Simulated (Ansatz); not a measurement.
CH4BOSb (`[BH]1C[O][SbH]1`): the same geometry under several functionals.

```yaml
crystal:
  periodic: [false, false, false]
  atoms:
    - {symbol: B, position_ang: [-0.370871, 0.589527, -0.709934]}
    - {symbol: C, position_ang: [0.707238, 0.357363, 0.391829]}
    - {symbol: O, position_ang: [0.896688, -1.057832, 0.480038]}
    - {symbol: Sb, position_ang: [-0.479731, -1.647756, -0.863491]}
    - {symbol: H, position_ang: [-0.861370, 1.585020, -1.140804]}
    - {symbol: H, position_ang: [0.350926, 0.763298, 1.356758]}
    - {symbol: H, position_ang: [1.663230, 0.873194, 0.202944]}
    - {symbol: H, position_ang: [-1.814009, -1.519915, 0.226862]}
basis:
  gaussian: {orbitals: def2-TZVPP}
hamiltonian: {xc: r2scan, dispersion: d4}
output: {forces: true, orbitals: {seedname: orbitals}}
```

```sh
$ ansatz run in.yaml --threads 2 --pin off --events-out ev --progress --plain --max-ram 4352MiB
```

Shortened log:

```
Functional definition: r2SCAN
1119 factors; their error is unknown
mean field evaluation 1: about -10353.6459 eV, gradient 6.6e1 eV
mean field evaluation 2: about -10234.2824 eV, gradient 2.0e2 eV
mean field evaluation 4: about -10362.6698 eV, gradient 2.1e1 eV
mean field evaluation 8: about -10363.5925 eV, gradient 1.6e-1 eV
mean field evaluation 16: about -10363.5716 eV, gradient 5.8e-4 eV
mean field -10363.57154407 eV, -380.8542295636 hartree, gradient 7.8e-5 eV, S^2 0.000000; 0 other end points of the search recorded, 0 dependent functions left out
reference -10363.57155723 eV, -380.8542300471 hartree; 23, 23 occupied and 176, 176 virtual orbitals, 1119 factors
Total energy: -10363.61182889 eV, -380.8557100032 hartree
Atom 0 at    -0.370871     0.589527    -0.709934 Å, force    -0.037399     0.107141     0.021658 eV/Å
Atom 1 at     0.707238     0.357363     0.391829 Å, force    -0.118028     0.326580    -0.128987 eV/Å
Atom 2 at     0.896688    -1.057832     0.480038 Å, force     0.206962    -0.331522     0.181838 eV/Å
Atom 3 at    -0.479731    -1.647756    -0.863491 Å, force    -0.073935    -0.131470    -0.149769 eV/Å
Atom 4 at    -0.861370     1.585020    -1.140804 Å, force     0.014023    -0.015329     0.010173 eV/Å
Atom 5 at     0.350926     0.763298     1.356758 Å, force     0.011462     0.009315     0.018220 eV/Å
Atom 6 at     1.663230     0.873194     0.202944 Å, force     0.020033     0.003675     0.026922 eV/Å
Atom 7 at    -1.814009    -1.519915     0.226862 Å, force    -0.023119     0.031610     0.019945 eV/Å
Dipole moment:    -0.178303     0.205278    -0.218098 e Å
```

Run time 4.8 s (2 threads of an Arm Neoverse V2 on a shared host); peak host memory 0.24 GiB.

With the line `hamiltonian: {xc: {name: r2SCANh}, dispersion: d4}` and no forces (abridged; 4.8 s):

```
Functional definition: r2SCANh
mean field evaluation 16: about -10363.0035 eV, gradient 1.7e-4 eV
mean field -10363.00347893 eV, -380.8333535548 hartree, gradient 2.7e-5 eV, S^2 0.000000
Total energy: -10363.04692426 eV, -380.8349501412 hartree
```

With the line `hamiltonian: {xc: lda}` and no forces (abridged; 1.2 s):

```
Functional definition: SPW92
mean field evaluation 16: about -10320.6858 eV, gradient 6.0e-4 eV
mean field -10320.68581280 eV, -379.2782080084 hartree, gradient 5.6e-5 eV, S^2 0.000000
Total energy: -10320.68585376 eV, -379.2782095137 hartree
```

Changing it to `hamiltonian: {xc: {name: B3LYP}, dispersion: d4}` (abridged; 4.2 s):

```
Functional definition: B3LYP
mean field evaluation 16: about -10365.5696 eV, gradient 9.8e-4 eV
mean field -10365.56961368 eV, -380.9276572673 hartree, gradient 1.8e-5 eV, S^2 0.000000
Total energy: -10365.86906691 eV, -380.9386619705 hartree
Atom 0 force    -0.053298     0.268489    -0.061966 eV/Å
Atom 1 force     0.025995     0.430907     0.071245 eV/Å
Atom 2 force     0.235714    -0.206301     0.191247 eV/Å
Atom 3 force    -0.186302    -0.337669    -0.288928 eV/Å
Atom 4 force     0.064282    -0.108337     0.056027 eV/Å
Atom 5 force     0.030177    -0.015369    -0.033937 eV/Å
Atom 6 force    -0.039043    -0.024009     0.017582 eV/Å
Atom 7 force    -0.077525    -0.007712     0.048729 eV/Å
Dipole moment:    -0.193741     0.201952    -0.256270 e Å
```

The same input with `hamiltonian: {xc: {name: wB97M-V}}` (abridged; 13 s):

```
Functional definition: wB97M-V
mean field evaluation 16: about -10360.5376 eV, gradient 4.1e-4 eV
mean field -10360.53762977 eV, -380.7427352694 hartree, gradient 1.7e-5 eV, S^2 0.000000
Total energy: -10360.53768120 eV, -380.7427371593 hartree
Atom 0 force    -0.051379     0.030689    -0.099473 eV/Å
Atom 1 force     0.061895     0.308484     0.126643 eV/Å
Atom 2 force    -0.033507    -0.194339    -0.059095 eV/Å
Atom 3 force    -0.090757     0.084665     0.111523 eV/Å
Atom 4 force     0.073530    -0.144308     0.075103 eV/Å
Atom 5 force     0.025534    -0.028312    -0.081695 eV/Å
Atom 6 force    -0.091842    -0.039889     0.005825 eV/Å
Atom 7 force     0.106527    -0.016988    -0.078832 eV/Å
Dipole moment:    -0.208789     0.213510    -0.256198 e Å
```

Changing it to `hamiltonian: {xc: pbe, dispersion: d4}` (abridged; 2.5 s):

```
Functional definition: PBE
mean field evaluation 16: about -10358.3050 eV, gradient 1.1e-2 eV
mean field -10358.30495198 eV, -380.6606858741 hartree, gradient 3.6e-5 eV, S^2 0.000000
Total energy: -10358.48736268 eV, -380.6673893437 hartree
Atom 0 force    -0.048317     0.103830     0.050460 eV/Å
Atom 1 force    -0.175847     0.224146    -0.250369 eV/Å
Atom 2 force     0.504444    -0.391337     0.461948 eV/Å
Atom 3 force    -0.173859    -0.362079    -0.549245 eV/Å
Atom 4 force    -0.061482     0.120633    -0.061240 eV/Å
Atom 5 force    -0.065345     0.116661     0.213095 eV/Å
Atom 6 force     0.218294     0.134317    -0.007294 eV/Å
Atom 7 force    -0.197888     0.053830     0.142645 eV/Å
Dipole moment:    -0.160797     0.177048    -0.205274 e Å
```

B3LYP takes the VWN-RPA correlation (the form of Gaussian; ORCA's B3LYP/G).
